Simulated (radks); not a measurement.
These are the eigenvalues of the occupied orbitals of an atom or ion with whole-number occupations (hartree). All-electron calculation, Dirac Kohn-Sham, PBE, spin-unpolarised, spherical densities, point nucleus. Program: a radial shooting solver on a logarithmic mesh with Libxc functionals.

orbital  eigenvalue
1s1/2     -691.1135
2s1/2     -96.84438
2p1/2     -88.89167
2p3/2     -85.37175
3s1/2     -16.34900
3p1/2     -13.35488
3p3/2     -12.78480
3d3/2      -7.49913
3d5/2      -7.39301
4s1/2      -2.37580
4p1/2      -1.55311
4p3/2      -1.47644
4d3/2      -0.34293

Which element is it, and in what charge state? The configuration may be excited. Open shells, if any, fill j = l - 1/2 first.

Answer. Z = 41, niobium, charge +1: Nb+ in [Kr] 4d4. The list shows which subshells hold electrons but not how many an open one holds; the 1s level, -691.11 hartree, gives Z - s = 37.2 by -(Z - s)^2/2, which with screening and relativity narrows Z to a few neighbours, and the depths of the outer levels then fix element, charge and occupations together.
